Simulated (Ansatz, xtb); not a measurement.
C4H5NSe: which of two isomers lies lower

Structure X is `Cc1c[se]cn1`, a singlet and structure Y is `Cc1cn[se]c1`, a singlet. Both are isolated molecules in the gas phase, relaxed with B3LYP-D3(BJ)/def2-SVP.

Energies in hartree; the thermal terms are from GFN2-xTB frequencies at re-optimised GFN2-xTB minima (ideal gas, soft modes damped towards free rotors, one conformer each, 298.15 K, 1 atm) and include the zero-point energy:

|  | X | Y |
| --- | --- | --- |
| E, CCSD(T)/def2-SVP | −2609.196602 | −2609.186876 |
| E, MP2/def2-SVP | −2609.128657 | −2609.118912 |
| E, MP2/def2-TZVPP | −2609.850621 | −2609.844451 |
| zero-point energy | 0.079062 | 0.079312 |
| H(298 K) − E | 0.086132 | 0.086340 |
| G(298 K) − E | 0.048133 | 0.048444 |

Question: Correct the CCSD(T) difference for the basis set by the MP2 change, then work out ΔE, ΔE₀, ΔH and ΔG for X → Y in kJ/mol (1 Eh = 2625.50 kJ/mol) and the equilibrium ratio [Y]/[X].

Answer: 1. Differences Y − X: CCSD(T) +0.009726, MP2 in the small set +0.009745, MP2 in the large set +0.006170 Eh.
2. ΔE = +0.009726 + (+0.006170 − (+0.009745)) = +0.006151 Eh = +16.15 kJ/mol.
3. ΔE₀ = ΔE + ΔZPE = +0.006151 + (+0.000250) Eh = +16.81 kJ/mol.
4. ΔH = ΔE + (+0.000208) Eh = +16.70 kJ/mol.
5. ΔG = ΔE + (+0.000311) Eh = +16.97 kJ/mol, so ΔS = (ΔH − ΔG)/T = −0.9 J/(mol K).
6. kT = 0.9442 mEh, so K = [Y]/[X] = exp(−ΔG/kT) = exp(−6.84) ≈ 0.0011.

Structure X is favoured at this temperature. An error of 4 kJ/mol in ΔG would change K by a factor of 5. GFN2-xTB found them nearly level. Mirror images and further conformers aren't counted.

As drawn, Y has 1 C∷C, 1 N∷Se in place of 1 C∷Se, 1 C∷N (∷ is an aromatic bond).

Other levels gave ΔE = +0.2 (GFN2-xTB); +12.5 (HF/STO-3G, GFN2-xTB geometries); +24.5 (r2SCAN-D4/def2-SVP, GFN2-xTB geometries); +25.0 (B3LYP-D3(BJ)/def2-SVP); +32.0 (HF/def2-SVP); +25.6 (MP2/def2-SVP); +25.5 (CCSD(T)/def2-SVP) kJ/mol. The correlated steps freeze 14 core orbitals; the filled d shell of Se is correlated, in a basis made for valence electrons. Programs: Ansatz 0.2.0, xtb 6.7.1.
